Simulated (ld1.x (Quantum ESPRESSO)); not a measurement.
## boron (B): excitation energies, all-electron against TM semilocal

| Item | Value |
| --- | --- |
| Element | boron (B) |
| Generator | ld1.x (Quantum ESPRESSO) 7.5 |
| Type | norm-conserving Troullier–Martins (semilocal form) |
| Functional | PBEsol |
| Relativity | scalar-relativistic |
| Frozen core | [He] |
| Valence charge | 3 |
| Reference configuration | 2s2 2p1 |
| Partial waves | 2p (bound): rc 3.35 bohr; 2s (bound): rc 1.10 bohr |
| Local potential | the s channel |
| Core correction | none |

Energies are relative to the spin-unpolarised reference configuration 2s2 2p1; without spin polarisation the order of configurations can differ from experiment.

(1) Give the all-electron excitation energy and the error of the potential for: 2s2 2p0; 2s1 2p0; 2s2 2p0.5; 2s0 2p3; 2s1 2p1; 2s2 2p1.3; 2s1 2p2.

Results:

(1)

| valence configuration | charge | ΔE all-electron (eV) | error AE − PS (meV) |
| --- | --- | --- | --- |
| 2s2 2p0 | +1 | 8.139 | +118 |
| 2s1 2p0 | +2 | 33.401 | +369 |
| 2s2 2p0.5 | +0.5 | 2.855 | +15 |
| 2s0 2p3 | 0 | 11.657 | -83 |
| 2s1 2p1 | +1 | 14.264 | -75 |
| 2s2 2p1.3 | -0.3 | -0.724 | +0.4 |
| 2s1 2p2 | 0 | 5.819 | -22 |
